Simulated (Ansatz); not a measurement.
Cost and result for the atomization energy of AgF4P (6 atoms, 5 bonds).

```xyz
6

F    -0.654    1.139   -0.981
Ag    0.158    1.429    1.784
P    -0.006   -0.053   -0.067
F    -1.227   -0.968   -0.407
F     0.640   -1.262    0.828
F     1.088   -0.285   -1.158
```

The species carries charge 0 and has multiplicity 1. Correlated methods include outer-core shells of Ag, which these sets cover unevenly. Ag: def2 effective core potential. The bonds changed during the relaxation, so this is another structure than the one it started from. All single points use the PBE0-D4/def2-TZVP geometry. It is one conformer, not always the lowest. Program: Ansatz. All runs use 4 threads of an Arm Neoverse V1 on a shared host. Times are those of one run each, without the atoms' runs, and a repeat can differ threefold. Electronic energies, without spin–orbit coupling; frozen cores. CCSD(T)/CBS adds CCSD(T) − MP2 in def2-TZVPP to the MP2 limit, and its time is that of the two runs behind it. T1 = 0.019. With those shells the extrapolation isn't a true limit. B3LYP takes the VWN-RPA correlation (the form of Gaussian; ORCA's B3LYP/G).

CCSD(T)/CBS is a level of theory with its own doubt, some kJ/mol a heavy atom from the limit and from the frozen cores, so smaller differences don't rank the functionals.

```json
{"level": "LDA (SPW92)/def2-TZVPP", "functions": "222", "wall time": "1.3 s"}
{"level": "BHLYP-D4/def2-TZVPP", "functions": "222", "wall time": "3.5 s"}
{"level": "B3LYP-D4/def2-TZVPP (with forces)", "functions": "222", "wall time": "4.7 s"}
{"level": "r2SCAN-D4/def2-TZVPP (with forces)", "functions": "222", "wall time": "5.5 s"}
{"level": "r2SCANh-D4/def2-TZVPP", "functions": "222", "wall time": "5.5 s"}
{"level": "B2PLYP/def2-TZVPP", "functions": "222", "wall time": "6.5 s"}
{"level": "RPA@PBE/def2-TZVPP", "functions": "222", "wall time": "6.5 s"}
{"level": "ωB97X-V/def2-TZVPP", "functions": "222", "wall time": "9 s"}
{"level": "ωB97M-V/def2-TZVPP (with forces)", "functions": "222", "wall time": "13 s"}
{"level": "CCSD(T)/def2-SVP", "functions": "105", "wall time": "16 s"}
{"level": "MP2/def2-QZVPP", "functions": "386", "wall time": "21 s"}
{"level": "CCSD(T)/def2-TZVPP", "functions": "222", "wall time": "6.7 min"}
{"level": "CCSD(T)/CBS(def2)", "functions": "–", "wall time": "7.1 min"}
```

(1) What atomization energy does each give, and how far from CCSD(T)/CBS? (Estimate.)

## Answers

(1) Computed: 
| level | atomization (kJ/mol) | difference from CCSD(T)/CBS | per bond |
| --- | --- | --- | --- |
| LDA (SPW92)/def2-TZVPP | 2454.6 | 479.5 | 95.9 |
| BHLYP-D4/def2-TZVPP | 1802.6 | -172.5 | -34.5 |
| B3LYP-D4/def2-TZVPP (with forces) | 1934.6 | -40.5 | -8.1 |
| r2SCAN-D4/def2-TZVPP (with forces) | 1989.0 | 13.9 | 2.8 |
| r2SCANh-D4/def2-TZVPP | 1947.0 | -28.1 | -5.6 |
| B2PLYP/def2-TZVPP | 1923.8 | -51.3 | -10.3 |
| RPA@PBE/def2-TZVPP | 1718.3 | -256.8 | -51.4 |
| ωB97X-V/def2-TZVPP | 1987.5 | 12.4 | 2.5 |
| ωB97M-V/def2-TZVPP (with forces) | 1996.1 | 21.0 | 4.2 |
| CCSD(T)/def2-SVP | 1680.3 | -294.8 | -59.0 |
| MP2/def2-QZVPP | 2061.5 | 86.4 | 17.3 |
| CCSD(T)/def2-TZVPP | 1877.6 | -97.5 | -19.5 |
| CCSD(T)/CBS(def2) | 1975.1 | 0.0 | 0.0 |

In def2-TZVPP, CCSD(T) changes the Hartree–Fock value by +673.7 kJ/mol (the triples alone add +56.7 kJ/mol) and MP2 by +796.9 kJ/mol; breaking electron pairs costs correlation energy, which Hartree–Fock lacks. From BLYP to BHLYP (50 % exact exchange), in def2-TZVPP and without D4, the atomization energy moves by −168.0 kJ/mol: exact exchange takes away binding that semilocal exchange gives to molecules. At CCSD(T), def2-SVP lies −294.8 kJ/mol from the extrapolated value and def2-TZVPP −97.4 kJ/mol: correlation converges slowly with the basis, and small sets miss more of it in the bonded molecule than in its fragments.
